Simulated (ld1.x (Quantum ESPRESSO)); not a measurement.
**Debugging a pseudopotential input (Ti, ld1.x (Quantum ESPRESSO) 7.5)**

Command:

```bash
ld1.x < Ti.in > Ti.out
```

Input:

```
&input
   title='Ti', zed=22., rel=1, dft='PBE', iswitch=3, beta=0.002,
   config='[Ar] 3d2 4s2 4p0',
   nld=3, rlderiv=4.95, eminld=-2.0, emaxld=5.0, deld=0.02
 /
 &inputp
   pseudotype=3, lpaw=.true., tm=.true., lloc=-1, rcloc=3.15,
   nlcc=.false.,
   which_augfun='BG', rmatch_augfun=1.55,
   file_pseudopw='Ti.UPF', file_wfcaegen='ae.wfc', file_wfcncgen='nc.wfc', file_beta='beta', file_chi='chi', file_wfcusgen='us.wfc'
 /
6
4S  1  0   2.00   0.00  2.65  3.30  0.0
4S  1  0   0.00   0.70  2.65  3.30  0.0
4P  2  1   0.00   0.00  4.10  4.55  0.0
4P  2  1   0.00   1.75  4.10  4.55  0.0
3D  3  2   2.00   0.00  1.85  2.15  0.0
3D  3  2   0.00   2.65  1.85  2.15  0.0
 &test
   configts(1)='3d2 4s2 4p0'
 /
```

This is an input that runs to its end, with one change: mixing beta=0.002.

**Question.** How does the run end?

**Answer.** The program runs through. The occupied levels of the test differ from the all-electron ones by at most 0.00000 Ry (unchanged input: 0.00000 Ry). Messages: WARNING: using Bloechl style augmentation functions is not a good idea, as analytical overlap are not implemented in pwscf: use BESSEL or GAUSS instead..

```

     eps = 4.9E-15  iter =  5

     Etot =   -1707.131135 Ry,    -853.565567 Ha,  -23226.702340 eV
     Etotps =   -87.098787 Ry,     -43.549393 Ha,   -1185.039364 eV

     Ekin =      18.064893 Ry,       9.032446 Ha,     245.785387 eV
     Encl =     -27.246073 Ry,     -13.623037 Ha,    -370.701714 eV
     Ehrt =       5.924267 Ry,       2.962133 Ha,      80.603754 eV
     Ecxc =     -83.841873 Ry,     -41.920936 Ha,   -1140.726791 eV

     ---------------------- End of pseudopotential test ----------------------
```
